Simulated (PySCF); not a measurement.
A calculated (LDA, PySCF 2.14, x2c-TZVPPall, scalar relativity by spin-free X2C-1e) atom or ion has these occupied shells.

```tsv
shell	electrons	orbital energy (eV)	rms radius, mean of both spins (bohr)
1s α	1	-8851.0	0.0602
1s β	1	-8851.0	0.0602
2s α	1	-1086.5	0.255
2s β	1	-1085.9	0.255
2p α	3	-942.75	0.229
2p β	3	-942.26	0.229
3s α	1	-140.31	0.765
3s β	1	-139.12	0.765
3p α	3	-98.097	0.811
3p β	3	-96.942	0.811
3d α	5	-30.477	1.06
3d β	4	-29.370	1.06
```

(1) Name the element and its charge.

## Answers

(1) Cu²⁺ (copper, charge +2), in [Ar] 3d9, 2D determinant.
